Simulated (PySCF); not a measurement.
**Exercise with solution: dipole moment from atomic charges**

C2H3BN2O, SMILES N1B(C=NC=1)O. Atoms are numbered in the order given.

```xyz
9

O      0.1528     2.0734     0.0000
B      0.0391     0.7437     0.0000
C      1.2079    -0.3644     0.0000
N      0.6395    -1.5142     0.0000
C     -0.7950    -1.2328     0.0000
N     -1.2160    -0.0305     0.0000
H     -0.7123     2.5043     0.0000
H      2.3030    -0.2982     0.0000
H     -1.4508    -2.1156     0.0000
```

Geometry optimised at PBE0-D3(BJ)/def2-SVP. The structure was generated by enumeration, and PubChem lists no compound with its InChIKey, so it may never have been made. One conformer was computed; it need not be the lowest.

Charges (e) from PBE/def2-TZVP (PySCF):

```
atom  ESP fit     IAO
----  -------  ------
O1     -0.705  -0.458
B2      0.711   0.400
C3      0.143  -0.096
N4     -0.618  -0.287
C5      0.737   0.162
N6     -0.844  -0.429
H7      0.496   0.384
H8      0.079   0.164
H9      0.000   0.160
```

The dipole moment of the full density is 1.46 D.

Q: What dipole moment does each set of point charges give, and which comes closer to that of the density?

A: 
μ = Σ q r, and 1 e Å = 4.8032 D.
ESP fit: Σ q r = (-0.033, 0.286, 0.000) e Å, |μ| = 1.39 D.
IAO: Σ q r = (-0.089, 0.205, 0.000) e Å, |μ| = 1.07 D.
ESP fit comes closer in size. Point charges leave out the atoms' own dipoles (lone pairs, polarised bonds); fits to the potential absorb them, partitions of the density don't.
